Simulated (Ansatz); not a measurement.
`B[SiH2][GeH3]` and `[AlH2][SiH2][GeH3]` differ in one element.

Ansatz, PBE0-D4/def2-TZVP geometries, multiplicity 1. 

Scalar relativity is left out up to krypton.

| property | `B[SiH2][GeH3]` |
| --- | --- |
| HOMO–LUMO gap (PBE0/def2-TZVPP) / eV | 5.41 |
| HOMO energy (B3LYP/def2-TZVPP) / eV | -7.69 |
| HOMO–LUMO gap (ωB97M-V/def2-TZVPP) / eV | 9.30 |
| ideal-gas entropy at 298 K and 1 bar (rigid rotor, harmonic PBE0-D4/def2-TZVP) / J/(mol·K) | 346 |
| HOMO energy (ωB97M-V/def2-TZVPP) / eV | -9.89 |
| size of the dipole moment (B3LYP/def2-TZVPP) / D | 0.28 |

Question: What does the change do to each property? (An estimate is asked.)

Answer: The calculation gave: 
```tsv
property	`[AlH2][SiH2][GeH3]`	shift
HOMO–LUMO gap (PBE0/def2-TZVPP) / eV	5.25	-0.16
HOMO energy (B3LYP/def2-TZVPP) / eV	-7.25	0.44
HOMO–LUMO gap (ωB97M-V/def2-TZVPP) / eV	8.79	-0.51
ideal-gas entropy at 298 K and 1 bar (rigid rotor, harmonic PBE0-D4/def2-TZVP) / J/(mol·K)	373	27
HOMO energy (ωB97M-V/def2-TZVPP) / eV	-9.38	0.51
size of the dipole moment (B3LYP/def2-TZVPP) / D	0.44	0.16
```

With PBE0 the HOMO rises by 0.44 eV and the LUMO rises by 0.28 eV, so the gap narrows by about 0.16 eV. PBE moves the HOMO by 0.41 eV and ωB97M-V by 0.51 eV. Dipoles are sizes alone; their direction can turn. Modes under 60 cm⁻¹, often nearly free rotors, make the harmonic entropy too high.

B3LYP here is the variant with VWN-RPA as its local correlation; programs differ in this.
